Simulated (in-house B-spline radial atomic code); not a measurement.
Configurations of Al⁶⁺, with energies counted from [He] 2s2 2p3. All numbers are computed (scalar-relativistic (X2C) PBEsol, spin-polarised, spherical fractional occupations; Fermi nucleus of rms radius 3.061 fm) with an all-electron radial atomic-structure program (B-spline basis), not measured. Shells without spins written out take the highest spin.

```
                                          configuration  E - E(ref) (eV)  highest orbital  its <r> (bohr)
                                           [He] 2s1 2p4           34.996          2p down          0.5242
                                       [He] 2s2 2p2 3s1           142.49            3s up           1.452
             [He] 2s2 2p(1 up, 1 down) 3s(1 up, 0 down)           148.31            3s up           1.459
                                       [He] 2s1 2p3 3s1           158.29            3s up           1.451
                                       [He] 2s1 2p3 3p1           167.41            3p up           1.458
[He] 2s(1 up, 0 down) 2p(3 up, 0 down) 3p(0 up, 1 down)           170.24          3p down           1.502
```

Q: Order these further configurations by energy, lowest first.
A. [He] 2s1 2p3 3d1
B. [He] 2s(0 up, 1 down) 2p(3 up, 1 down)
C. [He] 2s2 2p(2 up, 1 down)
D. [He] 2s2 2p(2 up, 0 down) 3p(0 up, 1 down)
E. [He] 2s2 2p2 3p1

A: C (8.9308 eV), B (42.955 eV), E (151.54 eV), D (153.04 eV), A (178.43 eV).

Q: How far above the reference does [He] 2s2 2p2 3d1 lie?

A: 162.88 eV; its least bound orbital is 3d up with <r> = 1.357 bohr.
